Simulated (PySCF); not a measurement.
How methods differ on the ionisation energy of Cr(2+)

Cr(2+) [Ar] 3d4 (5D) → Cr(3+) [Ar] 3d3 (4F), as a difference of total energies. Calculation: PySCF 2.14, in x2c-QZVPPall (11s7p5d3f2g, 96 functions); the spin-free X2C one-electron Hamiltonian (Gaussian nucleus). Correlated levels: valence and next inner shell: [Ne] frozen. The calculations carry no spin-orbit coupling.

```json
{"method": "UHF", "ionisation energy (eV)": "29.678", "difference from reference (eV)": "-1.281"}
{"method": "MP2 (valence and next inner shell)", "ionisation energy (eV)": "31.070", "difference from reference (eV)": "+0.111"}
{"method": "SCS-MP2 (valence and next inner shell)", "ionisation energy (eV)": "30.609", "difference from reference (eV)": "-0.350"}
{"method": "CCSD (valence and next inner shell)", "ionisation energy (eV)": "30.838", "difference from reference (eV)": "-0.121"}
{"method": "CCSD(T) (valence and next inner shell)", "ionisation energy (eV)": "30.881", "difference from reference (eV)": "-0.078"}
```

Reference: 30.959 ± 0.025 eV (measured; NIST Atomic Spectra Database, ionization energies).

The reference lies between the lowest fine-structure levels, while these numbers refer to the centres of the terms.

Errors of the correlated levels include the incompleteness of this basis and the frozen core.
